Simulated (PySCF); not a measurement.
Computed properties of Pb(OH)(NH2) (H3NOPb), SMILES [NH2][Pb][OH]

Pb(OH)(NH2) (H₃NOPb), SMILES [NH2][Pb][OH] (connectivity only; charge and spin as stated), neutral, multiplicity 1. Coordinates come from a B3LYP-D3(BJ)/def2-TZVP optimisation. The def2 effective core potentials stand for the cores of Pb; spin–orbit coupling is left out. The values are those of a single conformer. All values are computed for the isolated molecule unless a solvent is named; none is compared with measurement here.

**Structure.** The optimised structure has Cs symmetry. All 12 harmonic modes at B3LYP-D3(BJ)/def2-TZVP (PySCF) are real, so it is a minimum. With heavy atoms numbered as in [Pb:1]([OH:2])[NH2:4], the shortest bond between them is Pb1–O2 at 2.111 Å and the longest Pb1–N4 at 2.142 Å.

**Vibrations.** The strongest infrared lines (harmonic, unscaled, degenerate partners summed) lie at 233 cm⁻¹ (172 km/mol, H 83 %, N 17 %), 287 cm⁻¹ (119 km/mol, H 95 %), 504 cm⁻¹ (110 km/mol, O 61 %, N 23 %). The softest mode is at 166 cm⁻¹ and the zero-point energy is 22.7 kcal/mol.

**Electronic structure.** ωB97X/def2-TZVPD (PySCF) places the frontier levels at -9.35 and -0.02 eV, a gap of 9.33 eV, and gives a dipole moment of 2.52 D and a mean polarisability of 58.2 bohr³.

**Excitations.** TDDFT-CAM-B3LYP/def2-SVPD (PySCF) has S1 at 4.65 eV (267 nm, f = 0.049, weak); the most intense of the 10 singlets computed lies at 6.85 eV (f = 0.33). T1 (TDA) is at 3.56 eV. No vertical singlet excitation falls in the visible range (under 3.1 eV).
